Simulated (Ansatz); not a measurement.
A nudged elastic band was laid between two geometries of CH$_{6}$F$_{2}$N$_{2}$Si (12 atoms, charge 0, multiplicity 1).

Method: RKS PBE0-D4/def2-SVP (Ansatz 0.2.0).

- movable images: 7
- climbing image: yes
- spring: 5.0 eV/Å²
- optimiser: quadratic models (default)
- start path: through a guess of the saddle point
- force threshold: 0.05 eV/Å
- iteration limit: 60
- end points: relaxed

Initial state:

```xyz
12
Properties=species:S:1:pos:R:3
Si 0.027 0.950 0.043
N 0.146 -0.725 0.258
C -0.948 -1.670 0.262
N 1.469 1.571 -0.592
H 1.888 1.196 -1.433
F -0.255 1.838 1.368
F -1.315 1.173 -0.838
H 1.028 -1.087 0.599
H -1.222 -2.016 1.275
H -0.721 -2.561 -0.348
H -1.839 -1.200 -0.177
H 1.741 2.531 -0.417
```

Final state:

```xyz
12
Properties=species:S:1:pos:R:3
Si 0.083 1.310 0.258
N 0.421 -0.572 0.296
C -0.651 -1.451 -0.197
N 0.966 1.685 -1.012
H 1.232 -0.583 -0.334
F 0.450 1.583 1.826
F -1.544 1.252 0.356
H 0.737 -0.849 1.228
H -1.542 -1.323 0.428
H -0.332 -2.503 -0.193
H -0.899 -1.147 -1.222
H 1.078 2.598 -1.433
```

(1) Which bonds break or form, and what moves?

(2) What energy profile does the band end with?

(3) What is the geometry of the highest image?

## Answers

(1) Bonds broken: N4–H5. Bonds formed: N2–H5.

(2) The forces met the threshold. The highest image is number 5 of 0 to 8, 207.4 kJ/mol above the first end and 28.0 kJ/mol above the last; the last end lies 179.4 kJ/mol above the first. The profile has 2 maxima (images 1, 5) with wells between them (image 3): this band takes more than one step, which may be the mechanism or a detour left from its start path. A structure lower than the first end lies on the path between it and the top, so the climb from that side starts below the end, which may itself be a saddle point or a shallow side well. Neighbouring images differ by up to 2.0 eV, so the band resolves the path poorly. A vibrational analysis at the climbing image gives one clearly imaginary mode, 1263i cm⁻¹: a first-order saddle point. The orbitals stay closed-shell, which can raise the energy where a bond breaks towards radicals; this wasn't checked here.

```csv
image,path coordinate (Å),energy (kJ/mol),N4–H5 (Å),N2–H5 (Å)
0,0.00,0.0,1.01,3.10
1,1.49,8.1,1.01,3.00
2,2.99,6.1,1.01,3.05
3,4.48,-0.4,1.01,3.13
4,5.98,10.7,1.01,2.75
5,7.47,207.4,1.45,1.23
6,7.94,186.2,1.94,1.05
7,8.41,179.6,2.29,1.03
8,8.88,179.4,2.38,1.03
```

(3) 
```xyz
12
Properties=species:S:1:pos:R:3
Si -0.025 1.287 0.310
N 0.349 -0.524 0.329
C -0.642 -1.495 -0.125
N 1.089 1.394 -0.871
H 1.076 -0.008 -0.512
F 0.160 1.852 1.814
F -1.623 1.425 0.093
H 0.855 -0.845 1.155
H -1.473 -1.595 0.590
H -0.181 -2.481 -0.277
H -1.058 -1.158 -1.084
H 1.475 2.147 -1.422
```

The run took 5.2 min on 2 threads of Intel(R) Xeon(R) 6975P-C (Granite Rapids), on a shared host, peak memory 0.31 GiB.
